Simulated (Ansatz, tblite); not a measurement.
Isomers of FeGe₁₀ (singlet), found by a short tight-binding search and relaxed with PBE-D4/def2-SVP in Ansatz.

The xTB rows come from tblite. Correlated methods freeze 95 core orbitals; core or outer-core shells of Fe, Ge are correlated, in sets that lack core-valence functions. Single mean-field runs in def2-TZVP are fitted with def2-universal-jkfit.

Run but left out: HF/STO-3G, BHLYP-D4/def2-TZVP (A: restricted singlet, unstable in another Hartree–Fock run and untested here); HF/def2-TZVP, MP2/def2-TZVP (A: restricted singlet, unstable towards broken spin symmetry).

A further structure is left out (at the level of its geometry, restricted singlet, unstable towards broken spin symmetry at other levels and untested here); at PBE0-D4/def2-TZVP its energy lies 0.64 eV above the lowest shown.

A: The restricted singlet is unstable towards broken spin symmetry in Hartree–Fock (as tested in another run); at PBE-D4/def2-SVP, PBE-D4/def2-TZVP, r2SCAN-D4/def2-TZVP, PBE0-D4/def2-SVP and others this wasn't settled. B: This restricted singlet of an open-shell metal (gap down to 0.53 eV) wasn't tested against broken symmetry. At RPA@PBE/def2-TZVP the test of the restricted singlet for broken spin symmetry was undecided. C: The restricted singlet is unstable towards broken spin symmetry in Hartree–Fock (as tested in another run); at PBE-D4/def2-SVP, PBE-D4/def2-TZVP, r2SCAN-D4/def2-TZVP, PBE0-D4/def2-SVP and others this wasn't settled.

Other spin states weren't relaxed.

A:

```xyz
11

Fe    0.2047    0.5538   -0.2423
Ge    0.1171    1.0217    2.2457
Ge    2.5522    0.4089    1.2862
Ge   -1.4349   -0.6730    1.1625
Ge    1.0351   -1.5745    1.4273
Ge   -2.7394   -2.0782   -0.5931
Ge   -1.7409    0.0683   -1.4951
Ge   -0.0728   -2.0527   -0.8231
Ge    0.4818    2.7752    0.2067
Ge   -0.4720    2.0537   -2.0489
Ge    2.0691   -0.5031   -1.1260
```

B:

```xyz
11

Fe   -0.471    0.041   -0.115
Ge   -2.592   -0.279    0.997
Ge    0.599   -1.717   -2.108
Ge   -1.560   -1.960   -0.771
Ge   -0.086    0.684   -2.445
Ge   -1.770    2.000   -0.108
Ge    2.524   -0.598    2.316
Ge    0.596    2.586   -0.961
Ge    1.539   -1.356    0.124
Ge   -0.210   -0.569    2.210
Ge    1.432    1.169    0.860
```

C:

```xyz
11

Fe   -0.0004   -0.2873   -0.1597
Ge    1.7207    1.5935    0.1966
Ge   -0.4817    1.2496    1.7960
Ge   -1.8829   -1.2428   -1.2198
Ge    2.0374   -0.3153   -1.5329
Ge   -2.5029    0.6672    0.3672
Ge   -0.5056    2.1634   -0.7791
Ge   -0.2626    0.2763   -2.5401
Ge    1.4875   -0.3247    2.1297
Ge    1.4684   -2.0853    0.2714
Ge   -1.0778   -1.6944    1.4707
```

Task: Estimate which lies lowest at each level, and how far above it the others are (kcal/mol).

Result: 
| level | A | B | C |
| --- | --- | --- | --- |
| GFN1-xTB | 5.5 | 0.2 | 0.0 |
| GFN2-xTB | 31.7 | 26.7 | 0.0 |
| PBE-D4/def2-SVP | 21.4 | 19.1 | 0.0 |
| PBE-D4/def2-TZVP | 21.4 | 19.8 | 0.0 |
| r2SCAN-D4/def2-TZVP | 20.2 | 18.3 | 0.0 |
| PBE0-D4/def2-SVP | 17.8 | 13.1 | 0.0 |
| PBE0-D4/def2-TZVP | 17.9 | 14.2 | 0.0 |
| RPA@PBE/def2-TZVP | 22.4 | 20.7 | 0.0 |
Point groups (tolerance 0.1 Å): A not assigned, B not assigned, C Cs. Lower isomers may exist.
